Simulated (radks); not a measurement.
Values are calculated unless marked as measured or tabulated.
Task: The mean radii <r> (bohr) of the occupied orbitals of an atom or ion are listed with their occupations. Code: a radial shooting solver on a logarithmic mesh with Libxc functionals. Model: Dirac Kohn-Sham, BLYP, spin-unpolarised, spherical densities, point nucleus.

orbital  occ.      <r>
1s1/2       2  0.07683
2s1/2       2   0.3637
2p1/2       2   0.3252
2p3/2       4   0.3278
3s1/2       2    1.096
3p1/2       2    1.157
3p3/2       2    1.163

Name the element and its charge. Open shells, if any, fill j = l - 1/2 first.

Result: Z = 20, calcium, charge +4: Ca4+ in [Ne] 3s2 3p4. The 1s radius gives Z: for a bare nucleus <r> = (2 gamma + 1)/(2Z) with gamma = sqrt(1 - (Z/c)^2), 0.07446 bohr for Z = 20, and screening makes it slightly larger (0.07683 here). The occupations add up to 16, and the charge is Z minus that.
